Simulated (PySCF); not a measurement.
**Substituent effects on chemical shifts**

Parent skeleton `[BH3-:1][S+:2]([CH3:3])[CH3:4]`; one hydrogen on atom 1 is replaced by X. Hydrogens on one atom are averaged.

Rapidly exchanging positions averaged, non-relativistic, gas phase, a single conformation. Geometry from PBE0-D3(BJ)/def2-SVP; PBE0/pcSseg-1 with gauge-including orbitals; PySCF.

δ = σ(ref) − σ, references computed at the same level: 11B (σref 100.73) vs BF3·OEt2; 33S (σref 495.66) against CS2; 13C (σref 184.41), 1H (σref 31.27) against TMS.

Parent (X = H): B1 -25.4, S2 -24.6, C3/C4 30.0, H(B1) 1.86, H(C3)/H(C4) 1.93 ppm. Effects are Δδ = δ(X) − δ(H), positive for deshielding.

Task: Give Δδ (ppm) for X = SCF3, BMe2, NHCOCH3, OSiH3.

Result: 
```csv
X,SMILES,B1,S2,C3/C4,H(B1),H(C3)/H(C4)
SCF3,C[S+](C)[BH2-]SC(F)(F)F,+12.3,-11.3,-4.5,+1.17,+0.16
BMe2,CB(C)[BH2-][S+](C)C,+4.6,+6.6,+0.1,+0.30,+0.01
NHCOCH3,CC(=O)N[BH2-][S+](C)C,+15.6,-6.1,-1.6,+0.94,+0.32
OSiH3,C[S+](C)[BH2-]O[SiH3],+18.4,-2.8,-9.3,+1.51,+0.11
```

Task: Which position responds most, and to which substituents?

Result: S2: from -11.3 ppm with SCF3 to +6.6 ppm with BMe2.
